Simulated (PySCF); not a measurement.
# First hyperpolarisability: SMILES CC#CC(C)(C)C, C7H12

Geometry (Å), atoms numbered from 1 in this order:
```xyz
19

C     3.212   -0.551    0.276
C     1.785   -0.300    0.152
C     0.594   -0.090    0.050
C    -0.849    0.164   -0.075
C    -1.136    0.791   -1.447
C    -1.291    1.127    1.037
C    -1.610   -1.163    0.057
H     3.624   -0.083    1.184
H     3.425   -1.631    0.331
H     3.766   -0.147   -0.587
H    -0.597    1.743   -1.565
H    -2.214    0.988   -1.558
H    -0.822    0.119   -2.260
H    -2.371    1.329    0.959
H    -1.091    0.699    2.030
H    -0.754    2.084    0.965
H    -1.305   -1.871   -0.728
H    -1.414   -1.633    1.033
H    -2.694   -0.992   -0.033
```

Method: quadratic response CAM-B3LYP/aug-cc-pVDZ first hyperpolarisability, Taylor convention, gas phase (PySCF 2.14.0). Geometry: PBE0-D3(BJ)/def2-SVP.

(1) Give β for the processes computed.

(2) Which lowest excitations, dipole and polarisabilities go with it?

Results:

(1) In au, Taylor convention; the vector part is βᵢ = ⅓ Σⱼ (βᵢⱼⱼ + βⱼᵢⱼ + βⱼⱼᵢ); β∥ is 3/5 of the vector part along the dipole, the dipole points from − to +:
| process | λ (nm) | β vector norm | β∥ | β HRS | depolarisation ratio |
| --- | --- | --- | --- | --- | --- |
| static β(0;0,0) | ∞ | 79.5 | 47.7 | 30.1 | 7.35 |
| second harmonic β(−2ω;ω,ω) | 1907 | 82.7 | 49.6 | 31.2 | 7.31 |
| Pockels β(−ω;ω,0) | 1907 | 80.6 | 48.4 | – | – |
| second harmonic β(−2ω;ω,ω) | 1064 | 90.5 | 54.3 | 34.1 | 7.17 |
| Pockels β(−ω;ω,0) | 1064 | 82.9 | 49.8 | – | – |

(2) S1 6.24 eV (f = 0.014); S2 6.24 eV (f = 0.014); S3 6.52 eV (f = 0.000); dipole 0.18 D; isotropic α 88.2 au static, 88.5 au at 1907 nm, 89.0 au at 1064 nm, 89.2 au at 953.5 nm, 91.3 au at 532 nm.
